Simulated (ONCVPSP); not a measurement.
# Pseudopotential generation for Hg: ONCV, PBE, scalar-relativistic.

Input for ONCVPSP 4.0.1:

```
# ATOM AND REFERENCE CONFIGURATION
# atsym  z   nc   nv     iexc    psfile
  Hg 80.00    9    6        4      upf
#
#   n    l    f
    1    0    2.00
    2    0    2.00
    2    1    6.00
    3    0    2.00
    3    1    6.00
    3    2   10.00
    4    0    2.00
    4    1    6.00
    4    2   10.00
    4    3   14.00
    5    0    2.00
    5    1    6.00
    5    2   10.00
    6    0    1.50
    6    1    0.50
#
# PSEUDOPOTENTIAL AND OPTIMIZATION
# lmax
    3
#
#   l,   rc,      ep,       ncon, nbas, qcut
    0    1.40    0.00    3    7   10.40
    1    2.00    0.00    3    7    7.30
    2    2.10    0.00    4    8    8.90
    3    0.90    0.00    4    8   19.10
#
# LOCAL POTENTIAL
# lloc, lpopt,  rc(5),   dvloc0
    3    5    0.90    0.00
#
# VANDERBILT-KLEINMAN-BYLANDER PROJECTORs
# l, nproj, debl
    0    2    1.70
    1    2    3.30
    2    2    0.90
    3    0    1.80
#
# MODEL CORE CHARGE
# icmod, fcfact, rcfact
    0    0.00    0.00
#
# LOG DERIVATIVE ANALYSIS
# epsh1, epsh2, depsh
   -6.00    5.00    0.04
#
# OUTPUT GRID
# rlmax, drl
    6.00    0.01
#
# TEST CONFIGURATIONS
# ncnf
    4
# nvcnf
#   n    l    f
    6
    4    3   14.00
    5    0    2.00
    5    1    6.00
    5    2   10.00
    6    0    2.00
    6    1    0.00
#
    6
    4    3   14.00
    5    0    2.00
    5    1    6.00
    5    2   10.00
    6    0    1.00
    6    1    0.00
#
    6
    4    3   14.00
    5    0    2.00
    5    1    6.00
    5    2   10.00
    6    0    0.00
    6    1    0.00
#
    6
    4    3   14.00
    5    0    2.00
    5    1    6.00
    5    2    9.00
    6    0    2.00
    6    1    0.00
#
```

Command:

```bash
oncvpsp.x < Hg.dat > Hg.out
```

Output (shortened: citation, most of the input echo, consistency checks and plot data are left out):

```
ONCVPSP  (Optimized Norm-Conservinng Vanderbilt PSeudopotential)
scalar-relativistic version 4.0.1

#   n    l    f        energy (Ha)
    1    0    2.00    -3.0571540E+03
    2    0    2.00    -5.4185114E+02
    2    1    6.00    -4.6716470E+02
    3    0    2.00    -1.2861588E+02
    3    1    6.00    -1.0704255E+02
    3    2   10.00    -8.4372716E+01
    4    0    2.00    -2.8313342E+01
    4    1    6.00    -2.1242229E+01
    4    2   10.00    -1.2859786E+01
    4    3   14.00    -3.5674915E+00
    5    0    2.00    -4.3872753E+00
    5    1    6.00    -2.4889011E+00
    5    2   10.00    -4.0499697E-01
    6    0    1.50    -2.8189255E-01
    6    1    0.50    -5.9675829E-02

Reference configufation results
  iterations    27
  all-electron total energy (Ha)   -1.96226031D+04

Begin loop to  construct optimized pseudo wave functions
and semi-local pseudopoentials for all angular momenta

Calculating optimized projector #   1

 for l=   0

    Fraction of norm inside rc  0.943237
    Optimizing pswf for qcut=  10.40 a_B^-1,  ecut=  54.12 Ha
    Residual kinetic energy error=  2.89D-07 Ha

    Energy error per electron        Cutoff
         Ha          eV             Ha
         0.01000     0.27211       29.68
         0.00100     0.02721       36.97
         0.00010     0.00272       42.67
         0.00001     0.00027       47.14

Calculating optimized projector #   2

 for l=   0

    Fraction of norm inside rc  0.059013
    Optimizing pswf for qcut=  10.40 a_B^-1,  ecut=  54.12 Ha
    Residual kinetic energy error=  8.07D-08 Ha

    Energy error per electron        Cutoff
         Ha          eV             Ha
         0.01000     0.27211       24.69
         0.00100     0.02721       33.24
         0.00010     0.00272       40.09
         0.00001     0.00027       45.31

Calculating optimized projector #   1

 for l=   1

    Fraction of norm inside rc  0.986256
    Optimizing pswf for qcut=   7.31 a_B^-1,  ecut=  26.70 Ha
    Residual kinetic energy error=  3.66D-08 Ha

    Energy error per electron        Cutoff
         Ha          eV             Ha
         0.01000     0.27211       13.35
         0.00100     0.02721       16.83
         0.00010     0.00272       19.76
         0.00001     0.00027       22.14

Calculating optimized projector #   2

 for l=   1

    Fraction of norm inside rc  0.052874
    Optimizing pswf for qcut=   7.31 a_B^-1,  ecut=  26.70 Ha
    Residual kinetic energy error=  5.25D-09 Ha

    Energy error per electron        Cutoff
         Ha          eV             Ha
         0.01000     0.27211        8.71
         0.00100     0.02721       12.83
         0.00010     0.00272       16.26
         0.00001     0.00027       19.16

   Wellstate for l =  2  n =  6
     eigenvalue =   0.4950
     asymptotic potential =   0.9950
     half-point radius =  4.5473

Calculating optimized projector #   1

 for l=   2

    Fraction of norm inside rc  0.853254
    Optimizing pswf for qcut=   8.89 a_B^-1,  ecut=  39.53 Ha
    Residual kinetic energy error=  3.51D-09 Ha

    Energy error per electron        Cutoff
         Ha          eV             Ha
         0.01000     0.27211       17.31
         0.00100     0.02721       22.27
         0.00010     0.00272       26.40
         0.00001     0.00027       29.95

Calculating optimized projector #   2

 for l=   2

    Fraction of norm inside rc  0.101717
    Optimizing pswf for qcut=   8.89 a_B^-1,  ecut=  39.53 Ha
    Residual kinetic energy error=  7.73D-10 Ha

    Energy error per electron        Cutoff
         Ha          eV             Ha
         0.01000     0.27211       14.48
         0.00100     0.02721       19.86
         0.00010     0.00272       24.59
         0.00001     0.00027       28.55

Calculating optimized projector #   1

 for l=   3

    Fraction of norm inside rc  0.951333
    Optimizing pswf for qcut=  19.12 a_B^-1,  ecut= 182.81 Ha
    Residual kinetic energy error=  4.67D-05 Ha

    Energy error per electron        Cutoff
         Ha          eV             Ha
         0.01000     0.27211      148.62
         0.00100     0.02721      164.52
         0.00010     0.00272      177.31
         0.00001     0.00027      337.17

Construct Vanderbilt / Kleinmman-Bylander projectors

B matrix Hermiticity error, ll=   0
   1   2    8.0680E-04

  Orthonormal projector coefficients  4.8383E+01  1.2686E+01

B matrix Hermiticity error, ll=   1
   1   2    2.2325E-04

  Orthonormal projector coefficients  3.9149E+01  2.6270E+00

B matrix Hermiticity error, ll=   2
   1   2    1.0379E-04

  Orthonormal projector coefficients  3.1898E+01  1.7473E+00

Pseudoatom total energy -604.384783

Diagnostic tests using Vanderbilt-Kleinman-Bylander pseudopotentials
  1 or more projectors used as specified by nproj input data

   l    rcore       rmatch      e in        delta e   norm test  slope test

   0   1.4051423   1.4478054  -4.3872753   0.0000542   1.0002954   1.0002911
   0   1.4051423   1.4478054  -0.2818926   0.0000183   1.0001023   1.0000503

   1   2.0118664   2.0729511  -2.4889011   0.0000042   1.0002379   1.0002235
   1   2.0118664   2.0729511  -0.0596758   0.0000021   1.0000354   1.0000175

   2   2.1104885   2.1745675  -0.4049970   0.0000005   1.0001144   1.0001248
   2   2.1104885   2.1745675   0.4950030   0.0000093   1.0002572   1.0002572

   3   0.9025468   0.9299501  -3.5674915  -0.0000248   0.9999743   1.0000365

 Testing for bound ghosts
   n   l    E NL Schr. Eq   E Basis Diag.   E Cutoff

       0                      -39.702284     96.50  WARNING - GHOST(-)
   1   0       -4.387221       -4.373355     96.50
   2   0       -0.281874       -0.204972     96.50

       1                      -10.650201     55.77  WARNING - GHOST(-)
   2   1       -2.488897       -2.460840     55.77
   3   1       -0.059674       -0.006737     55.77

   3   2       -0.404996       -0.399482     77.56

 Testing for highly-localized positive-energy ghosts
       l    <radius>/rc     E Basis Diag.   E Cutoff

       2        0.388770        7.317325     77.56  WARNING - GHOST(+)

Test configuration 0

   n   l     f        eae           eps        diff
   1   0  2.0000-3057.15395202
   2   0  2.0000 -541.85113567
   2   1  6.0000 -467.16470217
   3   0  2.0000 -128.61588216
   3   1  6.0000 -107.04255179
   3   2 10.0000  -84.37271608
   4   0  2.0000  -28.31334250
   4   1  6.0000  -21.24222937
   4   2 10.0000  -12.85978596
   4   3 14.0000   -3.56749155   -3.56751631   -2.48D-05
   5   0  2.0000   -4.38727527   -4.38722102    5.42D-05
   5   1  6.0000   -2.48890106   -2.48889687    4.19D-06
   5   2 10.0000   -0.40499697   -0.40499647    5.04D-07
   6   0  1.5000   -0.28189255   -0.28187422    1.83D-05
   6   1  0.5000   -0.05967583   -0.05967372    2.10D-06

    Total energies and differences
      AE_ref= -1.96226031D+04  AE_tst= -1.96226031D+04  dif=  0.00D+00
      PS_ref= -6.04384783D+02  PS_tst= -6.04384783D+02  dif=  7.96D-13
      PSP excitation error= -7.96D-13

Test configuration 1

   n   l     f        eae           eps        diff
   1   0  2.0000-3057.10986604
   2   0  2.0000 -541.80785834
   2   1  6.0000 -467.12143130
   3   0  2.0000 -128.57233851
   3   1  6.0000 -106.99900870
   3   2 10.0000  -84.32924789
   4   0  2.0000  -28.26962435
   4   1  6.0000  -21.19851959
   4   2 10.0000  -12.81610892
   4   3 14.0000   -3.52379465   -3.52330973    4.85D-04
   5   0  2.0000   -4.34312593   -4.34300355    1.22D-04
   5   1  6.0000   -2.44441305   -2.44441604   -2.99D-06
   5   2 10.0000   -0.36236400   -0.36237814   -1.41D-05
   6   0  2.0000   -0.25051602   -0.25048830    2.77D-05

    Total energies and differences
      AE_ref= -1.96226031D+04  AE_tst= -1.96227115D+04  dif= -1.08D-01
      PS_ref= -6.04384783D+02  PS_tst= -6.04493152D+02  dif= -1.08D-01
      PSP excitation error=  2.40D-05

Test configuration 2

   n   l     f        eae           eps        diff
   1   0  2.0000-3057.44386625
   2   0  2.0000 -542.13923203
   2   1  6.0000 -467.45285296
   3   0  2.0000 -128.90426274
   3   1  6.0000 -107.33094002
   3   2 10.0000  -84.66095667
   4   0  2.0000  -28.60197174
   4   1  6.0000  -21.53085126
   4   2 10.0000  -13.14835009
   4   3 14.0000   -3.85607981   -3.85782897   -1.75D-03
   5   0  2.0000   -4.67663312   -4.67692139   -2.88D-04
   5   1  6.0000   -2.77914496   -2.77931578   -1.71D-04
   5   2 10.0000   -0.69244221   -0.69242320    1.90D-05
   6   0  1.0000   -0.54069072   -0.54069930   -8.58D-06

    Total energies and differences
      AE_ref= -1.96226031D+04  AE_tst= -1.96223187D+04  dif=  2.84D-01
      PS_ref= -6.04384783D+02  PS_tst= -6.04100245D+02  dif=  2.85D-01
      PSP excitation error= -1.07D-04

Test configuration 3

psatom: WARNING lschvkbb convergence error n,l,iter=   3   1   5
ea(ii),et,emin,emax -7.044870E-02 -7.749357E-02 -7.749357E-02 -7.749357E-02
run_config: WARNING for fully non-local PS atom, stg. 1
 WARNING no output for configuration 4

Test configuration 4

   n   l     f        eae           eps        diff
   1   0  2.0000-3057.58115589
   2   0  2.0000 -542.28221627
   2   1  6.0000 -467.59573754
   3   0  2.0000 -129.04517082
   3   1  6.0000 -107.47182594
   3   2 10.0000  -84.80246552
   4   0  2.0000  -28.74134053
   4   1  6.0000  -21.67018187
   4   2 10.0000  -13.28780056
   4   3 14.0000   -3.99508901   -3.99046174    4.63D-03
   5   0  2.0000   -4.80824699   -4.80737717    8.70D-04
   5   1  6.0000   -2.90236843   -2.90216836    2.00D-04
   5   2  9.0000   -0.78832412   -0.78838372   -5.96D-05
   6   0  2.0000   -0.58484356   -0.58475691    8.66D-05

    Total energies and differences
      AE_ref= -1.96226031D+04  AE_tst= -1.96221413D+04  dif=  4.62D-01
      PS_ref= -6.04384783D+02  PS_tst= -6.03922858D+02  dif=  4.62D-01
      PSP excitation error= -9.46D-05
```

Note: ghosts flagged at negative energy: s at -1080.4 eV, p at -289.8 eV; GHOST(+) flagged for d at 199.1 eV. A true bound ghost makes a file unfit for plane-wave use.

The run took about 5.3 s on one core of a shared server CPU.
